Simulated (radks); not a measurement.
The mean radii <r> (bohr) of the occupied orbitals of an atom or ion are listed with their occupations. Method: scalar-relativistic Kohn-Sham, BLYP, spin-polarised, spherical densities, finite nucleus; Fermi nuclear charge, rms radius of each element as measured or else 0.836 A^(1/3) + 0.57 fm; computed with a radial shooting solver on a logarithmic mesh with Libxc functionals.

| orbital | occ. | <r> |
|---|---|---|
| 1s up | 1 | 0.02112 |
| 1s down | 1 | 0.02112 |
| 2s up | 1 | 0.08977 |
| 2s down | 1 | 0.08977 |
| 2p up | 3 | 0.07945 |
| 2p down | 3 | 0.07944 |
| 3s up | 1 | 0.2346 |
| 3s down | 1 | 0.2344 |
| 3p up | 3 | 0.2334 |
| 3p down | 3 | 0.2332 |
| 3d up | 5 | 0.2122 |
| 3d down | 5 | 0.2118 |
| 4s up | 1 | 0.5244 |
| 4s down | 1 | 0.5246 |
| 4p up | 3 | 0.5525 |
| 4p down | 3 | 0.5528 |
| 4d up | 5 | 0.5884 |
| 4d down | 5 | 0.5891 |
| 5s up | 1 | 1.090 |
| 4f up | 6 | 0.6477 |

Name the element and its charge. Open shells, if any, are filled with parallel spins first.

Answer. Z = 66, dysprosium, charge +13: Dy13+ in [Kr] 4d10 4f6 5s1. The 1s radius gives Z: for a bare nucleus <r> = (2 gamma + 1)/(2Z) with gamma = sqrt(1 - (Z/c)^2), 0.02085 bohr for Z = 66, and screening makes it slightly larger (0.02112 here). The occupations add up to 53, and the charge is Z minus that.
